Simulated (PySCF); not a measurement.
Sb (SMILES [Sb-]), charge -1, triplet (core potentials on Sb) (a gas-phase anion, which may not be bound at this level). Base run: CASSCF(6,7)/def2-SVP (PySCF).

Here is a job for PySCF.
```python
from pyscf import gto, scf, mcscf
import numpy

mol = gto.M(
    atom='''
Sb    0.00000000    0.00000000    0.00000000
''',
    basis='def2-svp',
    ecp={'Sb': 'def2-svp'},
    charge=-1,
    spin=2,
    verbose=3,
)

mf = scf.ROHF(mol)
mf.kernel()
mc = mcscf.CASSCF(mf, 7, 6)
mc.fix_spin_(ss=2.0)
mc.kernel()
occ = numpy.linalg.eigvalsh(mc.fcisolver.make_rdm1(mc.ci, mc.ncas, mc.nelecas))[::-1]
ss = mc.fcisolver.spin_square(mc.ci, mc.ncas, mc.nelecas)[0]
print('natural occupations', occ.round(4), ' <S^2>', round(ss, 4))
```

The base run was repeated with changes; each row names its change, and settings that it needs were set with it.

```tsv
change	ΔE vs base (kcal/mol)	natural occupations	<S^2> of the state
base	0.000	1.98 1.97 1.00 1.00 0.02 0.01 0.01	2.00
active space = 8 electrons, 6 orbitals	12.91	2.00 1.99 1.99 1.00 1.00 0.01	2.00
fix_spin_ = off	0.000	1.98 1.97 1.00 1.00 0.02 0.01 0.01	2.00
active space = 8 electrons, 8 orbitals	-0.305	2.00 1.98 1.97 1.00 1.00 0.02 0.01 0.01	2.00
active space = 2 electrons, 3 orbitals	18.80	1.00 1.00 0.00	2.00
active space = 6 electrons, 5 orbitals	13.08	1.99 1.99 1.00 1.00 0.01	2.00
active space = 10 electrons, 8 orbitals	5.63	2.00 2.00 1.99 1.98 1.00 1.00 0.01 0.01	2.00
conv_tol = 1e-5	2.91	1.99 1.98 1.00 1.00 0.01 0.01 0.01	2.00
orbitals = fixed (CASCI)	12.92	2.00 1.99 1.00 1.00 0.01 0.00 0.00	2.00
state_average = 2 states	1.46	-	-
solver = newton	12.85	2.00 1.99 1.00 1.00 0.01 0.00 0.00	2.00
```

Active orbitals are taken around the Fermi level unless the row says otherwise; CASSCF can end in different local minima, and two programs can end on different orbitals. State-averaged rows give the lowest state.

Open shells are given as the SCF converged; they aren't shown to be the lowest states, and a large step between rows can be another state.

A gas-phase anion may not be bound at this level; its values then depend on the basis.
